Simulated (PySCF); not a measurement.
**[C4H7FOSi2]-: g tensor and hyperfine couplings**

C4H7FOSi2 (charge -1 and doublet state).
Structure used (GFN2-xTB), in Å, numbered top down from 1:
```xyz
15
C4H7FOSi2 angstrom
F      0.896   -1.417    2.104
C      1.358   -0.722    1.019
C      0.705   -0.628   -0.215
Si    -1.114   -0.723   -0.618
Si    -2.850    0.786   -0.346
O      1.528    0.169   -1.013
C      2.646    0.494   -0.284
C      2.576   -0.046    0.973
H     -1.102   -1.024   -2.080
H     -1.536   -1.975    0.061
H     -3.061    1.077    1.091
H     -4.282    0.769   -0.792
H     -2.458    2.100   -0.913
H      3.379    1.113   -0.764
H      3.309    0.037    1.754
```

The hyperfine couplings belong to this conformer and change with its torsions.

Identity: `FC1=C([SiH2][SiH3])O[CH][CH-]1` [radical] (charge -1).

Method used: PySCF 2.14.0, UKS B3LYP, pcH-1 on C F H O Si, non-relativistic, mean-field spin-orbit, GIAO. Whether the extra electron is bound in the gas phase wasn't checked; a finite basis holds it in any case. A GFN2-xTB geometry isn't a minimum of the functional, and hyperfine couplings can be far from their values at a DFT geometry, by a factor of two or more for some ions and for spin on atoms past the first row. No stability test was run, so a lower SCF solution isn't excluded.

```
g1, g2, g3                      : 2.00232, 2.00370, 2.00579
g_iso                           : 2.00394
Form of g                       : rhombic: the two nearest values differ by 40 % of g3 − g1
⟨S²⟩                            : 0.7594 (exact 0.7500)
α and β electrons               : 39, 38
HOMO–LUMO gap, α and β orbitals : 2.28, 5.09 eV
```

Hyperfine couplings atom by atom, in MHz; T1 to T3 are the principal values of the dipolar part:

```csv
atom,isotope,a_iso,of which spin–orbit,T1,T2,T3,Mulliken spin population
F1,19F,16.0,0.0,-30.3,-19.2,49.5,0.00
C2,13C,15.5,0.0,-14.2,-13.4,27.6,0.12
C3,13C,130.7,0.0,-17.4,-4.4,21.8,0.06
Si4,29Si,-293.0,0.3,-35.4,11.8,23.6,0.34
Si5,29Si,-298.4,0.3,-30.2,8.6,21.6,0.25
O6,17O,-12.3,0.0,-30.2,14.6,15.5,0.05
C7,13C,22.9,0.0,-18.5,-17.3,35.8,0.22
C8,13C,-12.3,0.0,-9.0,4.4,4.6,-0.07
H9,1H,-2.0,0.0,-3.5,-1.0,4.5,-0.01
H10,1H,-9.2,0.0,-3.6,-1.3,4.9,-0.01
H11,1H,-10.3,0.0,-3.1,-1.0,4.2,-0.01
H12,1H,134.2,0.0,-3.5,-1.2,4.7,0.10
H13,1H,-7.9,0.0,-3.1,-0.9,4.0,-0.02
H14,1H,-15.8,0.0,-9.4,0.2,9.2,-0.01
H15,1H,3.8,0.0,-1.9,0.4,1.4,0.00
```

Largest spin populations (Mulliken): Si4 (+0.34), Si5 (+0.25), C7 (+0.22) and C2 (+0.12). Three atoms exceed +0.15. The positive populations add up to 1.14 and the negative ones to -0.14, together 2S = 1.

C7, the radical centre as drawn in `FC1=C([SiH2][SiH3])O[CH][CH-]1`, holds a spin population of +0.22 out of 1.

Axes: g2 points within 1° of the Si5–H12 bond and g3 points within 13° of the C7–C8 bond.

Under fast tumbling the dipolar parts average out, and these isotropic splittings remain: 3 × 1H (H11/H12/H13, I = 1/2, 4 lines) with 1.38 mT, 1 × 19F (F1, I = 1/2, 2 lines) with 0.57 mT, 1 × 1H (H14, I = 1/2, 2 lines) with 0.56 mT, 2 × 1H (H9/H10, I = 1/2, 3 lines) with 0.20 mT and 1 × 1H (H15, I = 1/2, 2 lines) with 0.13 mT.

Nuclei that the bonding pattern makes equivalent are averaged, as if the motion that swaps them (rotation, inversion, ring flip) were fast. The three 1H nuclei of mean +38.7 MHz run from -10.3 to 134.2 MHz in the frozen geometry. The 1H value of -5.6 MHz is a mean of couplings from -9.2 to -2.0 MHz in this one geometry, not an average over conformers.

The 13C coupling of C3 (130.7 MHz) shows only in satellite lines or after enrichment, since that isotope makes up about 1.07 % of natural carbon.

The 29Si coupling of Si5 (-298.4 MHz) shows only in satellite lines or after enrichment, since that isotope makes up about 4.7 % of natural silicon.

The run took 2.0 min of wall time (with the writing of density and orbital grids) on an Arm Neoverse V2 with one thread, no GPU (shared host), and the process peaked at 1.1 GiB of memory.
